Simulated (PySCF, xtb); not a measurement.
Sn(F)3(OMe) (CH3F3OSn), SMILES C[O][Sn]([F])([F])[F]. The values are those of a single conformer.

Harmonic wavenumbers (cm⁻¹) from GFN2-xTB run with xtb at its own minimum, in rising order: 10, 51, 83, 85, 93, 100, 165, 187, 281, 406, 412, 418, 989, 1102, 1127, 1374, 1406, 1448, 2926, 2938, 2941.

### Question
What does PBE-D3(BJ)/def2-SVP run with PySCF give at its own minimum? (The exact figures need the calculation; the answer reports its results.)

### Answer
6, 89, 112, 145, 146, 173, 183, 255, 540, 616, 635, 647, 1034, 1123, 1135, 1406, 1406, 1429, 2930, 3012, 3045. Paired by order, the mean absolute difference is 75 cm⁻¹ and the zero-point energies are 26.5 and 28.7 kcal/mol.
